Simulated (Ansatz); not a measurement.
The same path of ClHOZn + H2 (6 atoms, charge 0, multiplicity 1) was run twice with different band settings. Lost on the way: Zn1–Cl2, H5–H6. Made: Zn1–H5, Cl2–H6.

Method: RKS PBE-D4/def2-SVP (Ansatz).

Relaxed end points:

```xyz
6
Properties=species:S:1:pos:R:3
Zn 0.285 -0.142 0.328
Cl 0.959 0.176 2.304
O -0.340 -0.408 -1.324
H 0.365 -0.486 -1.993
H -2.153 -0.384 0.375
H -2.093 -0.259 1.135
```

```xyz
6
Properties=species:S:1:pos:R:3
Zn -1.137 -0.392 -0.466
Cl 0.391 0.089 2.080
O 0.041 -0.462 -1.803
H 0.952 -0.334 -1.481
H -2.315 -0.368 0.524
H -0.909 -0.036 1.972
```

Common settings: spring 5.0 eV/Å²; optimiser quadratic models (default); start path through a guess of the saddle point; force threshold 0.05 eV/Å; iteration limit 60; end points relaxed.

| run | movable images | climbing image |
| --- | --- | --- |
| 1 | 5 | yes |
| 2 | 1 | no |

(1) What does each run give, and how far can it be trusted?

Results:

(1) Run 1: converged after 11 iterations, highest image 1.168 eV above the first end. A vibrational analysis at the climbing image gives one clearly imaginary mode, 631i cm⁻¹: a first-order saddle point.
Run 2: converged after 10 iterations, highest image 0.903 eV above the first end. The highest image is an end point: on this band no image between the ends rises above it. So few images can step over the top or miss a turn of the path.
The orbitals stay closed-shell, which can raise the energy where a bond breaks towards radicals; this wasn't checked here.
